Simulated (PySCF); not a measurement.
Compound: C4H8SSi.
Geometry (GFN2-xTB, Å), atoms numbered from 1 in this order:
```xyz
14
C4H8SSi angstrom
C      1.079    0.844   -1.268
C      0.559    1.234   -0.108
C      0.036    0.371    0.947
C      0.407   -1.127    1.015
Si    -1.390   -0.845    0.564
S     -1.979   -0.943   -1.488
H      1.236   -0.192   -1.518
H      1.417    1.558   -1.999
H      0.449    2.295    0.084
H     -0.007    0.861    1.912
H      1.120   -1.468    0.277
H      0.668   -1.479    2.002
H     -2.502   -1.075    1.453
H     -1.093   -0.035   -1.895
```

Definitions: NICS(0) = −σiso at the ring centroid; NICS(1) = −σiso and NICS(1)zz = −σzz at ±1 Å along the ring normal z. Level: GIAO PBE0/pcSseg-1 (PySCF, non-relativistic, gas phase) on the GFN2-xTB geometry, one conformer.

Ring bond lengths (Å), with Mayer bond orders in brackets: C3–C4 1.544 (0.86), C4–Si5 1.873 (0.93), Si5–C3 1.912 (0.84).

What do the NICS probes read (ppm)?

| ring | type | NICS(0) | NICS(1), two faces | NICS(1)zz, two faces | rms pucker (Å) | centre to ring atoms, mean (Å) |
| --- | --- | --- | --- | --- | --- | --- |
| C3–C4–Si5 | 3-membered ring with Si; formal bonds all single | -25.7 | -7.7 / -7.2 | -11.3 / -15.9 | 0.00 | 1.03 |

What do they say, and how far can they be read as aromaticity?

- C3–C4–Si5: mean NICS(1)zz -13.6 ppm, shielded. C3, C4, Si5 have four or more neighbours, so the value isn't read as a sign of a π ring current. The two faces differ by 4.6 ppm, so no symmetry operation interchanges them. NICS(0) lies 18 ppm below the mean NICS(1).

What are the shieldings of the ring atoms and their hydrogens in the same run (means over atoms taken as equivalent)?

| atoms | environment | σ isotropic (ppm) | principal values of the symmetric part, first atom (ppm) |
| --- | --- | --- | --- |
| C3 | sp3 carbon bound to silicon | 168.3 | 137.4, 164.2, 203.4 |
| C4 | sp3 carbon bound to silicon | 177.3 | 167.7, 170.2, 194.0 |
| Si5 | SiH silicon | 429.8 | 297.1, 361.8, 630.4 |
| H10 | methine hydrogen | 29.49 | 23.2, 27.2, 38.1 |
| H11 | methylene hydrogen | 31.01 | 26.2, 29.6, 37.2 |
| H12 | methylene hydrogen | 30.76 | 24.9, 26.6, 40.8 |
| H13 | Si–H hydrogen | 27.54 | 21.8, 24.8, 36.0 |

The run took 18 s of wall time on Arm Neoverse V2, one thread (shared host), and the process peaked at 0.73 GiB of memory. This is the whole shielding run at PBE0/pcSseg-1, SCF included.
